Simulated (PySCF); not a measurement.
```xyz
3
charge 0 multiplicity 5, angstrom
S     0.0000   -1.3006    0.0000
Co    0.0000    0.3528    1.3229
Co    0.0000    0.3528   -1.3229
```

Method: PySCF, UPBE0, basis S def2-SVP, Co def2-SVP (no relativity, density fitting).

This geometry of Co₂S is a stationary point at this level.

Q: What is the point group?

A: C2v.

Q: Is it a minimum?

A: Yes: all harmonic wavenumbers are real.

Q: Which band is strongest in the infrared?

A: 439 cm⁻¹ (a1), 17 km/mol.

Q: What are the dipole moment and the gap between the highest occupied and lowest empty levels of either spin?

A: 4.83 D and 2.38 eV.

Q: What is the atomisation energy, with and without zero-point energy?

A: 503 kJ/mol without, 497 kJ/mol with.

This need not be the most stable arrangement of these atoms. Other spin states or occupations of the open shell can lie lower. At this level a quintet minimum of C2v symmetry lies 17 kJ/mol below this structure.
